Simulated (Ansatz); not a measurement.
C6H6N (SMILES Nc1[c]cccc1), doublet, geometry from GFN2-xTB; CAM-B3LYP/STO-3G in Ansatz (an electronic-structure program).

The Ansatz input:
Ansatz 0.2 input:
```yaml
crystal:
  periodic: [false, false, false]
  atoms:
    - {symbol: N, position_ang: [2.29860263, -0.10269741, -0.43202811]}
    - {symbol: C, position_ang: [0.94730490, -0.07104129, -0.15047653]}
    - {symbol: C, position_ang: [0.15454108, -1.19702592, -0.15877412]}
    - {symbol: C, position_ang: [-1.18662254, -1.21384003, 0.04392116]}
    - {symbol: C, position_ang: [-1.83247905, 0.00333077, 0.27756657]}
    - {symbol: C, position_ang: [-1.08410192, 1.16547363, 0.29608986]}
    - {symbol: C, position_ang: [0.28195560, 1.14034632, 0.08972417]}
    - {symbol: H, position_ang: [2.75252956, -0.99209279, -0.30019751]}
    - {symbol: H, position_ang: [2.83504755, 0.69160033, -0.12177972]}
    - {symbol: H, position_ang: [-1.75091955, -2.13455025, 0.02770138]}
    - {symbol: H, position_ang: [-2.89960850, 0.02395912, 0.44019263]}
    - {symbol: H, position_ang: [-1.57189258, 2.11263484, 0.47896231]}
    - {symbol: H, position_ang: [0.86103691, 2.05386958, 0.11101112]}
basis:
  gaussian:
    orbitals: STO-3G
hamiltonian:
  xc: cam_b3lyp
magnetization: {spin_polarized: true, initial_magnetization: 1}
accuracy: high
```

Question: Predict the main parts of the log of this Ansatz run.

Answer: 
```
Functional definition: CAM-B3LYP
911 factors; integrals over basis functions are off by at most 2.1e-9 eV
330 factors; integrals over basis functions are off by at most 9.3e-10 eV
mean field evaluation 1: about -7703.9745 eV, gradient 1.0e1 eV
mean field evaluation 2: about -7704.6388 eV, gradient 7.1e0 eV
mean field evaluation 4: about -7704.9320 eV, gradient 5.9e-1 eV
mean field evaluation 8: about -7704.8276 eV, gradient 1.0e-1 eV
mean field evaluation 16: about -7704.8285 eV, gradient 1.2e-3 eV
mean field evaluation 32: about -7704.8285 eV, gradient 1.3e-7 eV
mean field -7704.82853503 eV, -283.1472261419 hartree, gradient 6.2e-8 eV, S^2 0.764405; 0 other end points of the search recorded, 0 dependent functions left out
reference -7704.82855383 eV, -283.1472268328 hartree; 25, 24 occupied and 16, 17 virtual orbitals, 911 factors
Total energy: -7704.82855383 eV, -283.1472268328 hartree
```
